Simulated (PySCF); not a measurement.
Stationary points of BBr2

Level of theory: PySCF, PBE0, basis B def2-TZVP, Br def2-TZVP (no relativity, density fitting).

Relaxations began from a few typed shapes; open shells are unrestricted. The search is not exhaustive: other isomers or separated fragments can lie lower, and high-lying points may rest on an excited occupation.

Q: Order these stationary points by electronic energy, lowest first, in kJ/mol from the lowest minimum.
A. doublet C2v: B–Br 1.878 Å (×2); Br–B–Br 126.3°
B. doublet D∞h: B–Br 1.832 Å (×2); Br–B–Br 180.0°

A: A (0.0), B (95.6).

Q: Which of them are minima?

A: By energy in kJ/mol, 0.0: minimum; 95.6: saddle point, 1 imaginary mode.

The electron or spin density has lower symmetry than the nuclear frame for the doublet D∞h at 95.6 kJ/mol.
